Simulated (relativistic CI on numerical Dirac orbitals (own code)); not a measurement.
## Pd3+ (4d7) in a crystal field

Calculated by Dirac-Coulomb-Breit CI, separate exchange-only KLI orbitals for each configuration, QED by a radiative potential, valence Slater integrals scaled by 0.75, one configuration in a parametric crystal field (own radial code).

Field parameters in Wybourne normalisation: Oh B⁴₀ = 21Dq, B⁴₄ = √(5/14) B⁴₀. The field is a parameter set, without covalency.

S and J are read from ⟨S²⟩ = S(S + 1) and ⟨J²⟩ = J(J + 1) of each level; they are not fictitious spins.

Oh, 10Dq = 6000 cm⁻¹, the lowest 16 levels:

| E (cm⁻¹) | Degeneracy | Irrep | S | J |
| --- | --- | --- | --- | --- |
| 0.0 | 2 | Γ6 | 1.49 | 4.39 |
| 768 | 4 | Γ8 | 1.48 | 4.19 |
| 2097 | 4 | Γ8 | 1.46 | 3.74 |
| 3251 | 2 | Γ7 | 1.49 | 3.05 |
| 6847 | 4 | Γ8 | 1.44 | 3.57 |
| 7104 | 2 | Γ6 | 1.49 | 3.59 |
| 7655 | 4 | Γ8 | 1.47 | 2.86 |
| 8067 | 2 | Γ7 | 1.47 | 3.02 |
| 10530 | 4 | Γ8 | 0.61 | 4.16 |
| 13612 | 4 | Γ8 | 1.40 | 2.95 |
| 14263 | 4 | Γ8 | 0.67 | 4.39 |
| 15361 | 4 | Γ8 | 0.87 | 2.89 |
| 15943 | 2 | Γ6 | 0.53 | 4.70 |
| 15963 | 2 | Γ7 | 0.96 | 3.29 |
| 16579 | 4 | Γ8 | 0.97 | 3.13 |
| 17072 | 4 | Γ8 | 1.40 | 2.73 |

Principal g values of the ground doublet: 4.78, 4.78, 4.78.

Oh, 10Dq = 44250 cm⁻¹, the lowest 10 levels:

| E (cm⁻¹) | Degeneracy | Irrep | S | J |
| --- | --- | --- | --- | --- |
| 0.0 | 4 | Γ8 | 0.51 | 3.94 |
| 28026 | 2 | Γ6 | 1.50 | 4.07 |
| 28914 | 4 | Γ8 | 1.49 | 3.68 |
| 30639 | 2 | Γ7 | 1.50 | 2.86 |
| 30684 | 4 | Γ8 | 1.50 | 2.96 |
| 41284 | 4 | Γ8 | 0.51 | 4.47 |
| 42664 | 2 | Γ6 | 0.51 | 4.81 |
| 42684 | 4 | Γ8 | 0.51 | 3.95 |
| 43065 | 2 | Γ7 | 0.50 | 3.74 |
| 47210 | 4 | Γ8 | 0.51 | 2.87 |

Oh, 10Dq = 39500 cm⁻¹, the lowest 10 levels:

```csv
E (cm⁻¹),Degeneracy,Irrep,S,J
0.0,4,Γ8,0.51,3.95
23307,2,Γ6,1.50,4.09
24209,4,Γ8,1.49,3.70
25956,2,Γ7,1.50,2.86
26015,4,Γ8,1.49,2.98
36589,4,Γ8,0.51,4.46
37997,4,Γ8,0.51,3.96
37999,2,Γ6,0.51,4.81
38380,2,Γ7,0.51,3.74
42466,4,Γ8,0.51,2.88
```

Oh, 10Dq = 34700 cm⁻¹, the lowest 16 levels:

```csv
E (cm⁻¹),Degeneracy,Irrep,S,J
0.0,4,Γ8,0.52,3.96
18552,2,Γ6,1.50,4.11
19470,4,Γ8,1.49,3.72
21245,2,Γ7,1.50,2.87
21326,4,Γ8,1.49,3.00
31858,4,Γ8,0.52,4.45
33277,4,Γ8,0.52,3.96
33309,2,Γ6,0.51,4.80
33664,2,Γ7,0.51,3.73
37671,4,Γ8,0.52,2.88
38761,2,Γ6,0.51,2.66
49271,2,Γ7,0.52,3.51
50858,4,Γ8,0.52,3.48
52780,4,Γ8,1.49,3.62
52908,2,Γ6,1.50,3.68
53672,4,Γ8,1.49,3.46
```

Oh, 10Dq = 29900 cm⁻¹, the lowest 16 levels:

```tsv
E (cm⁻¹)	Degeneracy	Irrep	S	J
0.0	4	Γ8	0.53	3.96
13822	2	Γ6	1.50	4.14
14761	4	Γ8	1.49	3.75
16568	2	Γ7	1.50	2.87
16686	4	Γ8	1.49	3.04
27145	4	Γ8	0.52	4.43
28582	4	Γ8	0.52	3.98
28654	2	Γ6	0.51	4.80
28974	2	Γ7	0.52	3.73
32876	4	Γ8	0.52	2.89
34006	2	Γ6	0.51	2.65
43378	4	Γ8	1.49	3.60
43509	2	Γ6	1.49	3.68
44051	2	Γ7	0.68	3.61
44294	4	Γ8	1.47	3.51
44711	2	Γ7	1.41	3.15
```

The free-ion ground term has S = 3/2. The field overcomes the spin-pairing energy for Oh, 10Dq = 44250 cm⁻¹; Oh, 10Dq = 39500 cm⁻¹; Oh, 10Dq = 34700 cm⁻¹; Oh, 10Dq = 29900 cm⁻¹, where the ground state has lower spin; these fields are assumed values.

Levels of this model without a field, named by their leading LS term (the scale mimics covalency, so terms lie below those of the real free ion): ⁴F9/2 0, ⁴F7/2 2758, ⁴F5/2 4393, ⁴F3/2 5395, ⁴P3/2 12529, ⁴P5/2 12956, ²G9/2 13345, ⁴P1/2 14639 cm⁻¹.
